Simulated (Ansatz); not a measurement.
B(OH)3 (BO3H3). The state is a singlet with charge 0. Geometry r2SCAN-D4/def2-TZVP, basis def2-TZVP, Ansatz.

| run | HOMO (eV) | LUMO (eV) |
| --- | --- | --- |
| A | -7.42 | -0.74 |
| B | -7.81 | 0.04 |
| C | -10.70 | 0.81 |
| D | -7.33 | -0.83 |
| E | -9.17 | 0.12 |
| F | -8.47 | 0.28 |

The runs used BLYP, CAM-B3LYP, PBE, PBE0, r2SCAN, r2SCANh. Estimate which is which.

A PBE (0 % exact exchange); B r2SCAN (0 % exact exchange); C CAM-B3LYP (range-separated); D BLYP (0 % exact exchange); E PBE0 (25 % exact exchange); F r2SCANh (10 % exact exchange). Exact exchange lowers occupied and raises empty levels; among semilocal functionals meta-GGAs tend to open the gap a little, and such runs are hard to tell apart. The gap grows from 6.50 eV (BLYP) to 11.51 eV (CAM-B3LYP).
